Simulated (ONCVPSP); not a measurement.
# Pseudopotential generation for In: ONCV, PBE, scalar-relativistic.

- Element: In
- Generator: ONCVPSP 4.0.1
- Type: optimised norm-conserving Vanderbilt (ONCV)
- Functional: PBE
- Relativity: scalar-relativistic
- Frozen core: [Kr] 4d10
- Valence charge: 3
- Reference configuration: 5s2 (charge +1)
- Partial waves: 5s: rc 2.20 bohr, ncon 4, nbas 7, qcut 3.8 1/bohr, 2 projectors, debl 1.3 Ha; p scattering state at 0.05 Ha: rc 1.80 bohr, ncon 3, nbas 7, qcut 5.5 1/bohr, local; d scattering state at 0.23 Ha: rc 1.80 bohr, ncon 4, nbas 8, qcut 5 1/bohr, 2 projectors, debl 3.4 Ha
- Local potential: the p channel
- Core correction: Teter function fitted to the true core (icmod 2), fcfact 0.35

**Question.** Does this generation succeed?

**Answer.** No. ONCVPSP 4.0.1 stopped with "ERROR pspot: first pseudo wave function has node, program will stop": the optimised pseudo-wave of the first projector has a node, so the radial equation cannot be inverted for a potential. It happened in the s channel.
